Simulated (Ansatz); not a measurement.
System: C₇H₁₅ (charge 0, doublet). It need not be the lowest isomer of its formula. SMILES: C([CH]C(C)C)(C)C
Geometry from a B3LYP-D3(BJ)/def2-TZVP (Ansatz, an electronic-structure program) optimisation:
```
C
H 1 1.0856
C 1 1.4938 2 117.59
H 3 1.0976 1 108.65 2 -139.82
C 1 1.4948 2 117.48 3 167.42
H 5 1.1040 1 108.18 2 -95.16
C 3 1.5296 4 107.78 1 -120.78
H 7 1.0914 3 111.10 4 61.47
H 7 1.0917 8 108.18 3 122.27
H 7 1.0933 8 107.89 9 116.36
C 5 1.5310 6 107.04 1 -119.78
H 11 1.0917 5 111.11 6 -58.08
H 11 1.0918 12 108.03 5 -122.12
H 11 1.0927 12 108.02 13 -116.46
C 5 1.5355 6 106.54 1 121.72
H 15 1.0905 5 111.91 6 -59.30
H 15 1.0917 16 107.73 5 -121.59
H 15 1.0927 16 107.94 17 -116.51
C 3 1.5426 4 106.64 1 120.43
H 19 1.0909 3 111.49 4 -60.91
H 19 1.0925 20 107.92 3 121.53
H 19 1.0925 20 108.01 21 116.72
```
Charge 0, spin multiplicity 2.

Property: atomisation energy (electronic, to ground-state atoms), in kcal/mol. Correlated levels leave the core frozen unless marked. UHF or UKS for open shells. No spin-orbit coupling. Non-relativistic. The coupled-cluster limit lacks core correlation, which all-electron functionals hold. CBS(X,Y): correlation extrapolated as X^-3; Hartree-Fock from the larger set. The bracket is a focal-point correction in the basis named.

| level | program | atomisation energy (kcal/mol) | minus last row |
|---|---|---|---|
| HF/STO-3G | Ansatz | 1992.6 | -86.6 |
| HF/cc-pVDZ | Ansatz | 1566.7 | -512.5 |
| HF/cc-pVQZ | Ansatz | 1588.7 | -490.5 |
| PBE/def2-TZVPD | Ansatz | 2104.6 | 25.4 |
| BLYP-D3(BJ)/def2-TZVPD | Ansatz + dftd3 | 2066.5 | -12.7 |
| revPBE/def2-TZVPD | Ansatz | 2038.4 | -40.8 |
| B97M-V/def2-TZVPD | Ansatz | 2080.5 | 1.3 |
| PBE0/6-31G* | Ansatz | 2096.2 | 17.0 |
| PBE0-D4/def2-TZVP | Ansatz + dftd4 | 2095.7 | 16.5 |
| PBE0/def2-TZVPD | Ansatz | 2086.6 | 7.4 |
| BHLYP/def2-TZVPD | Ansatz | 2027.8 | -51.4 |
| CAM-B3LYP-D3(BJ)/def2-TZVPD | Ansatz + dftd3 | 2088.8 | 9.6 |
| LC-wPBE-D4/def2-TZVPD | Ansatz + dftd4 | 2090.7 | 11.5 |
| B2GP-PLYP-D3(BJ)/def2-TZVPD | Ansatz + dftd3 | 2055.9 | -23.3 |
| B2GP-PLYP/def2-TZVPD | Ansatz | 2049.8 | -29.4 |
| MP2/6-31G | Ansatz | 1821.8 | -257.4 |
| RI-MP2/CBS(cc-pVTZ,cc-pVQZ) | Ansatz | 2094.1 | 14.9 |
| SCS-MP2/cc-pVDZ | Ansatz | 1950.2 | -129.0 |
| CCSD/6-31G | Ansatz | 1817.9 | -261.3 |
| CCSD(T)/6-31G* | Ansatz | 1911.9 | -167.3 |
| RI-MP2/CBS(cc-pVTZ,cc-pVQZ)+[CCSD(T)-MP2]/cc-pVTZ | Ansatz | 2079.2 | 0.0 |
